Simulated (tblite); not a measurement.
Task: Give a GFN2-xTB geometry of `CN=P1(C)CCCC1`.

Result: 
```
atom  x, y, z in Å
C1    -2.2821   -1.7689    0.2561
N2    -2.0572   -0.3494    0.0776
P3    -0.6597    0.3358   -0.0422
C4    -0.9934    2.1105   -0.2441
C5     0.6336    0.2012    1.3038
C6     1.9794    0.2261    0.5961
C7     1.8179   -0.6087   -0.6760
C8     0.5707   -0.1048   -1.3930
H9    -1.8463   -2.3777   -0.5426
H10   -3.3627   -1.9189    0.2426
H11   -1.9019   -2.1428    1.2121
H12   -0.0645    2.6769   -0.2723
H13   -1.5503    2.2503   -1.1675
H14   -1.6096    2.4333    0.5912
H15    0.4795   -0.7543    1.8131
H16    0.5137    0.9967    2.0402
H17    2.7744   -0.1724    1.2289
H18    2.2413    1.2510    0.3253
H19    1.6811   -1.6560   -0.3965
H20    2.7027   -0.5380   -1.3109
H21    0.7865    0.7850   -1.9882
H22    0.1365   -0.8555   -2.0554
```

Orientation and origin are arbitrary. Atoms count from 1 in this order. The 3 C–P bonds span 1.817 Å (P3–C4, drawn single) to 1.880 Å (P3–C8, drawn single), a spread of 0.063 Å. The 5-membered ring P3–C5–C6–C7–C8 has internal angles of 92.7° to 107.3° (sum 519°, against 540° for a flat polygon); it is puckered, 0.20 Å rms from its mean plane, widest ring torsion 50°. P3 (phosphorus bonded to 3 C and N) has angles from 92.7° to 122.6°.

Bonds between heavy atoms (Å): C1–N2 1.448, N2=P3 1.561, P3–C4 1.817, P3–C5 1.871, C5–C6 1.521, C6–C7 1.530, C7–C8 1.524, P3–C8 1.880.

Structure optimised with GFN2-xTB, isolated species.

Point group: C1 (no symmetry element, even within 0.4 Å). Its GFN2-xTB frequencies are all real (lowest 54 cm⁻¹). The numbers are those of one conformer (N2–P3–C5–C6 148°, P3–C5–C6–C7 -40°, C5–C6–C7–C8 50°, C6–C7–C8–P3 -36°).

All values are computed, not measured.
